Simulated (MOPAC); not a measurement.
Input for MOPAC: PM6 on LiS+, 2S+1 = 3, a spin state set in the input, which need not be the lowest, a point of a bond scan (R = 2.686 Å). Charge +1.

```
PM6 1SCF PRECISE CHARGE=1 UHF MS=1 THREADS=1
LiS

Li     0.00000000 1     0.00000000 1     0.00000000 1
S      0.00000000 1     0.00000000 1     2.68587300 1
```

It printed:

```
*******************************************************************************
 **                                                                           **
 **                              MOPAC v23.2.5                                **
 **                                                                           **
 *******************************************************************************
 ** MOPAC's Digital Object Identifier: https://doi.org/10.5281/zenodo.6511958 **
 **                                                                           **
 ** Please cite the open-source release paper for use of this MOPAC version:  **
 ** J. E. Moussa and J. J. P. Stewart (2026)                                  **
 ** MOPAC: An open-source semiempirical molecular orbital program             **
 ** J. Open Source Softw., 11(119), 8025, https://doi.org/10.21105/joss.08025 **
 *******************************************************************************

                              PM6 CALCULATION RESULTS

 *******************************************************************************
 *  PM6        - The PM6 Hamiltonian to be used
 *  UHF        - UNRESTRICTED HARTREE-FOCK CALCULATION
 *
 *
 *
 *                 CHARGE ON SYSTEM = +1
 *
 *
 *
 *  MS=        - IN MECI, MAGNETIC COMPONENT OF SPIN =  1.0
 *  PRECISE    - TIGHTER CRITERIA TO BE USED
 *  1SCF       - DO 1 SCF AND THEN STOP
 *  THREADS=1  - MULTI-THREADING NOT USED
 *  T=         - A TIME OF 172800.0 SECONDS REQUESTED
 *  DUMP=N     - RESTART FILE WRITTEN EVERY 7200.0 SECONDS REQUESTED
 *******************************************************************************
PM6 1SCF PRECISE CHARGE=1 UHF MS=1 THREADS=1
 LiS

   ATOM   CHEMICAL          X               Y               Z
  NUMBER   SYMBOL      (ANGSTROMS)     (ANGSTROMS)     (ANGSTROMS)

     1      Li          0.00000000  *   0.00000000  *   0.00000000  *
     2       S          0.00000000  *   0.00000000  *   2.68587300  *



          CARTESIAN COORDINATES

    NO.       ATOM           X           Y           Z

     1        Li          0.0000      0.0000      0.0000
     2         S          0.0000      0.0000      2.6859

 General Reference for PM6:
 "Optimization of Parameters for Semiempirical Methods V: Modification of NDDO Approximations
 and Application to 70 Elements", J. J. P. Stewart, J. Mol. Mod., 13, 1173-1213 (2007)
 URL: https://link.springer.com/article/10.1007/s00894-007-0233-4

           Empirical Formula: Li S  =     2 atoms



      MOLECULAR POINT GROUP   :   C*v


          UHF CALCULATION, NO. OF ALPHA ELECTRONS =    4
                           NO. OF BETA  ELECTRONS =    2

 -------------------------------------------------------------------------------
 PM6 1SCF PRECISE CHARGE=1 UHF MS=1 THREADS=1
 LiS



     1SCF WAS SPECIFIED, SO BFGS WAS NOT USED
     SCF FIELD WAS ACHIEVED


                              PM6 CALCULATION
                                                       MOPAC v23.2.5 Linux




          FINAL HEAT OF FORMATION =        184.27899 KCAL/MOL =     771.02327 KJ/MOL


          COSMO AREA              =         92.70 SQUARE ANGSTROMS
          COSMO VOLUME            =         76.27 CUBIC ANGSTROMS

          IONIZATION POTENTIAL    =         14.416381 EV
          ALPHA SOMO LUMO (EV)    =        -14.416 -3.672
          BETA  SOMO LUMO (EV)    =        -15.422 -5.517
          NO. OF ALPHA ELECTRONS  =          4
          NO. OF BETA  ELECTRONS  =          2
          MOLECULAR WEIGHT        =         39.0000         POINT GROUP:  C*v

          MOLECULAR DIMENSIONS (Angstroms)

            Atom       Atom       Distance
            S     2   Li     1     2.68587
            S     2   Li     1     0.00000
           Li     1    S     2     0.00000


          SCF CALCULATIONS        =          1





   ATOM   CHEMICAL          X               Y               Z
  NUMBER   SYMBOL      (ANGSTROMS)     (ANGSTROMS)     (ANGSTROMS)

     1      Li          0.00000000  *   0.00000000  *   0.00000000  *
     2       S          0.00000000  *   0.00000000  *   2.68587300  *

                             CARTESIAN COORDINATES

   1   Li        0.000000000     0.000000000     0.000000000
   2    S        0.000000000     0.000000000     2.685873000


           Empirical Formula: Li S  =     2 atoms



      MOLECULAR POINT GROUP   :   C*v


          ALPHA EIGENVALUES
 -35.68633 -14.51673 -14.41638 -14.41638  -3.67214  -1.43532  -1.43532  -1.37625
  10.59455  10.59455  11.58184  11.58184  13.31013


           BETA EIGENVALUES
 -21.63675 -15.42199  -5.51715  -5.46150  -5.46150  -3.33322  -1.41252  -1.41252
  -1.33654   9.43590   9.43590  10.93974  10.93974


              NET ATOMIC CHARGES AND DIPOLE CONTRIBUTIONS

  ATOM NO.   TYPE          CHARGE      No. of ELECS.   s-Pop       p-Pop       d-Pop
    1         Li           0.957814        0.0422     0.04071     0.00148
    2          S           0.042186        5.9578     1.98629     3.12781     0.84371
 DIPOLE           X         Y         Z       TOTAL
 POINT-CHG.     0.000     0.000   -10.061    10.061
 HYBRID         0.000     0.000     1.359     1.359
 SUM            0.000     0.000    -8.702     8.702


          ATOMIC ORBITAL ELECTRON POPULATIONS

     Atom    s        px        py        pz      x^2-y^2     xz        z^2       yz        xy
    1 Li   0.04071   0.00002   0.00002   0.00143
    2  S   1.98629   0.99977   0.99977   1.12827   0.00000   0.00020   0.84330   0.00020   0.00000


                    (SZ)    =    1.000000
                    (S**2)  =    2.833974


          ATOMIC ORBITAL SPIN POPULATIONS

    Atom   Total    s     px     py     pz   x^2-y^2  xz     z^2    yz     xy
         Atomic
    1 Li  0.0139  0.013  0.000  0.000  0.001
    2  S  1.9861  0.010  1.000  1.000  0.819 -0.000  0.000 -0.843  0.000  0.000

 **********************
 *                    *
 * JOB ENDED NORMALLY *
 *                    *
 **********************




 == MOPAC DONE ==
```

The run finished. Its determinant has ⟨S²⟩ = 2.83, a mixture of spin states.

Cost: around 0.010 core-seconds (rough).
